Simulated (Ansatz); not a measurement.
A structure relaxed at PBE0-D4/def2-TZVP, charge 0, multiplicity 1:

```xyz
10

C    -1.6074    0.7066   -0.2820
Si    0.1378    0.1451   -0.6108
O     0.7656   -0.5595    0.7101
Zn    2.1717   -1.3135    1.4614
H    -2.0301    1.1808   -1.1723
H    -2.2447   -0.1388   -0.0118
H    -1.6364    1.4308    0.5356
H     0.9638    1.3222   -1.0222
H     0.1368   -0.8076   -1.7633
H     3.3429   -1.9661    2.1554
```

Q: Give its formula and SMILES.

A: CH6OSiZn, `C[SiH2][O][ZnH]`.

Q: Point group (tolerance 0.08 Å, 0.16 Å for H)?

A: Cs.

Q: Summarise the bond lengths by kind.

A: 1 × C–Si 1.863 Å; 3 × C–H 1.093 to 1.094 Å; 1 × O–Si 1.623 Å; 2 × H–Si 1.495 to 1.496 Å; 1 × O–Zn 1.764 Å; 1 × H–Zn 1.510 Å.

Computed with Ansatz.
